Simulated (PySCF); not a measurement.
Job file and geometry (Å, from GFN2-xTB) of an NMR shielding run on SMILES [SiH3][Si@]1([SiH2]C)CN[SiH2]S1, C₂H₁₃NSSi₄, GIAO PBE0/pcSseg-1 NMR shielding, non-relativistic, gas phase (PySCF 2.14.0, density-fitted response routines); density fitting, a coarse starting grid and PySCF grid level 2 are the driver's defaults:

```
$ OMP_NUM_THREADS=1 python probes_run.py task.json out

{"job": {"kind": "nmr", "xc": "PBE0", "basis": "pcSseg-1"}, "charge": 0, "multiplicity": 1}
C      3.036398    -1.466102     0.246948
Si     1.924286    -0.617901    -1.033964
Si     0.086801     0.323994     0.064142
Si     0.227288     2.232380     1.411943
C     -1.341680     0.607543    -1.207354
N     -2.601001     0.230201    -0.604882
Si    -2.766117    -1.110955     0.450024
S     -0.806554    -1.280452     1.270791
H      2.466712    -2.181644     0.832851
H      3.454401    -0.738760     0.937097
H      3.864140    -1.994650    -0.216238
H      1.612162    -1.589768    -2.096741
H      2.685865     0.459959    -1.686061
H     -0.981624     2.576822     2.167416
H      1.323392     2.128798     2.378556
H      0.526943     3.388392     0.555374
H     -1.156612     0.047221    -2.135571
H     -1.384815     1.665376    -1.485586
H     -3.400252     0.476425    -1.168158
H     -3.060527    -2.404161    -0.164689
H     -3.718125    -0.735777     1.483629
```

Question: What does the program print?

Answer: 
```
coarse grid: 19416 points
cycle   1  E = -1694.0503781352  dE =  4.909e-01  |g| = 5.164e-01  |ddm| = 4.238e+00
cycle   2  E = -1694.0143848602  dE =  3.599e-02  |g| = 6.473e-01  |ddm| = 1.274e+00
cycle   3  E = -1694.1175704496  dE = -1.032e-01  |g| = 6.351e-02  |ddm| = 7.846e-01
cycle   4  E = -1694.1182377735  dE = -6.673e-04  |g| = 3.339e-02  |ddm| = 1.029e-01
cycle   5  E = -1694.1184959436  dE = -2.582e-04  |g| = 6.089e-03  |ddm| = 4.313e-02
cycle   6  E = -1694.1185047011  dE = -8.758e-06  |g| = 1.809e-03  |ddm| = 1.086e-02
final grid: 162696 points
cycle   7  E = -1694.1619023451  dE = -2.638e-05  |g| = 7.892e-03  |ddm| = 2.531e-02
cycle   8  E = -1694.1618918066  dE =  1.054e-05  |g| = 1.017e-02  |ddm| = 1.760e-02
cycle   9  E = -1694.1619168656  dE = -2.506e-05  |g| = 9.862e-04  |ddm| = 1.089e-02
cycle  10  E = -1694.1619170684  dE = -2.028e-07  |g| = 2.811e-04  |ddm| = 1.366e-03
cycle  11  E = -1694.1619170866  dE = -1.825e-08  |g| = 4.163e-05  |ddm| = 2.794e-04
cycle  12  E = -1694.1619170870  dE = -4.129e-10  |g| = 1.103e-05  |ddm| = 6.366e-05
converged SCF energy = -1694.1619170870

GIAO shielding tensors (ppm)
atom      isotropic    diamagn.    paramagn.     s11        s22        s33       span
  0 C      196.464     252.906     -56.442    190.158    198.251    200.982     10.824
  1 Si     418.657     881.339    -462.682    382.137    406.467    467.366     85.229
  2 Si     349.251     882.326    -533.075    297.620    348.006    402.126    104.506
  3 Si     456.984     880.714    -423.730    432.856    452.984    485.112     52.256
  4 C      148.563     252.990    -104.427    124.254    140.635    180.801     56.547
  5 N      242.886     320.700     -77.814    187.857    219.314    321.488    133.631
  6 Si     355.747     880.257    -524.510    295.323    353.175    418.743    123.420
  7 S      835.198    1062.365    -227.168    693.917    859.828    951.848    257.931
  8 H       31.035      31.830      -0.795     25.099     30.976     37.031     11.932
  9 H       31.517      30.923       0.595     26.609     29.420     38.522     11.913
 10 H       31.252      27.325       3.927     25.966     27.455     40.336     14.369
 11 H       27.664      30.341      -2.677     23.704     26.351     32.938      9.234
 12 H       27.682      30.232      -2.550     24.111     25.851     33.083      8.972
 13 H       27.976      29.323      -1.347     24.074     26.704     33.150      9.077
 14 H       28.117      29.531      -1.415     24.300     26.432     33.618      9.317
 15 H       28.198      29.600      -1.402     24.534     25.619     34.442      9.908
 16 H       28.664      32.988      -4.324     22.241     27.943     35.807     13.566
 17 H       28.510      32.610      -4.100     24.077     27.267     34.188     10.111
 18 H       31.528      29.992       1.537     20.544     28.798     45.244     24.700
 19 H       26.198      28.831      -2.633     21.862     23.410     33.322     11.460
 20 H       26.279      28.597      -2.319     22.363     23.087     33.386     11.023
```

Question: Turn these shieldings into chemical shifts. References, each an isolated molecule treated in the same way: TMS for ¹³C (σ = 186.93 ppm), ²⁹Si (σ = 349.16 ppm), ¹H (σ = 31.72 ppm); NH3 for ¹⁵N (σ = 267.73 ppm); CS2 for ³³S (σ = 503.73 ppm).

Answer: Averaging equivalent atoms: C 4: 38.4; C 0: -9.5; Si 2: -0.1; Si 6: -6.6; Si 1: -69.5; Si 3: -107.8; N 5: 24.8; S 7: -331; H 19: 5.52; H 20: 5.44; H 11: 4.05; H 12: 4.04; H 13/14/15: 3.62; H 17: 3.21; H 16: 3.05; H 8/9/10: 0.45; H 18: 0.19 ppm. Experimental scales use liquid or dissolved standards, which lie at an offset from isolated NH3 (liquid NH3: subtract about 20 ppm).

Size and cost of the density-fitted run: 236 basis functions, 91 s wall time on 1 thread of an Arm Neoverse N1, shared host; peak memory 1.1 GiB.
